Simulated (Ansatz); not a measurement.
`C[O][SnH2][Br]` → `[Br][SnH3]` + `C=O` at 600 K and 1 bar (β-hydride elimination).

Computed with Ansatz on PBE0-D4/def2-TZVP structures; ΔE is electronic, products minus reactants. CBS: MP2 limit from def2 TZ/QZ plus the TZ coupled-cluster correction, frozen cores. This one scheme is used for every species. def2 core potentials past Kr. For Br, Sn outer-core shells are correlated without core-valence functions, which leaves a few kJ/mol of doubt a bond. Scalar relativity is left out up to krypton. Each species was taken in one conformer, which may not be the lowest.

```json
{"species": "`C[O][SnH2][Br]`", "CCSD(T)/CBS energy (Eh)": "-2903.61539", "H − E (kJ/mol)": "204.6", "S (J/(mol·K))": "451.9"}
{"species": "`[Br][SnH3]`", "CCSD(T)/CBS energy (Eh)": "-2789.16986", "H − E (kJ/mol)": "90.5", "S (J/(mol·K))": "337.8"}
{"species": "`C=O`", "CCSD(T)/CBS energy (Eh)": "-114.39408", "H − E (kJ/mol)": "92.5", "S (J/(mol·K))": "246.7"}
```

H − E and S are ideal-gas, rigid-rotor, harmonic terms from PBE0-D4/def2-TZVP, for one conformer and one mirror image of each species. 1 Eh = 2625.50 kJ/mol, R = 8.31446 J/(mol·K).

Question: By hand: ΔE, ΔH, ΔS and ΔG.

Answer: ΔE = (-2789.16986) + (-114.39408) − (-2903.61539) = 0.05145 Eh = 135.1 kJ/mol. Δ(H − E) = 90.5 + 92.5 − 204.6 = -21.6, so ΔH = 113.5 kJ/mol. ΔS = 337.8 + 246.7 − 451.9 = 132.6 J/(mol·K). ΔG = 113.5 − 600 × (132.6)/1000 = 33.9 kJ/mol.

Question: By hand: the equilibrium constant, and the temperature at which ΔG would vanish if ΔH and ΔS stayed fixed.

Answer: log₁₀ K = −ΔG/(RT ln 10) = -3.0. ΔG = 0 at ΔH/ΔS = 856 K.

The number of gas molecules changes by +1, which sets the sign of ΔS. A doubt of 5 kJ/mol in ΔE shifts log₁₀ K by 0.4 here. Other conformers and mirror images would add mixing entropy, several J/(mol·K) or more a flexible species. Modes under 60 cm⁻¹, often nearly free rotors, make the harmonic entropy too high. These are equilibria of isolated gas molecules and say nothing of rates. Largest T1 diagnostic: 0.015 (customary marks: 0.02 for closed shells, 0.045 for open ones).
